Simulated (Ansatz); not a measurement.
Consider the isomerisation: `CNC1C[SiH2]1` → `C=CN(C)[SiH3]`.

Gas-phase electronic energies from Ansatz, PBE0-D4/def2-TZVP geometries. CBS: MP2 limit from def2 TZ/QZ plus the TZ coupled-cluster correction, frozen cores. Functionals use def2-TZVPP. B3LYP here is the variant with VWN-RPA as its local correlation; programs differ in this. Each species was taken in one conformer, which may not be the lowest.

Is it downhill or uphill in electronic energy at CCSD(T)/CBS, and by how much? (Estimate.)

The calculation gave: Downhill: ΔE = -118.6 kJ/mol.

What do these levels give: PBE-D4, B3LYP-D4, PBE-QIDH, BLYP, HF/def2-SVP, MP2/def2-TZVPP? (An estimate is asked.)

The calculation gave: PBE-D4 -103.6, B3LYP-D4 -130.4, PBE-QIDH -107.2, BLYP -129.6, HF/def2-SVP -142.5, MP2/def2-TZVPP -116.5 kJ/mol.

Largest T1 diagnostic among the species: 0.012.

Leaving LDA and LC-ωPBE aside and taking each functional with its dispersion term where it has one, the values, not all of them listed here, spread over 30.0 kJ/mol, from BHLYP-D4 to HSE06-D4. LDA lies +8.4 kJ/mol from PBE without D4. In def2-TZVPP, CCSD(T) changes the Hartree–Fock value by +30.4 kJ/mol (the triples alone add +1.4 kJ/mol) and MP2 by +33.9 kJ/mol.
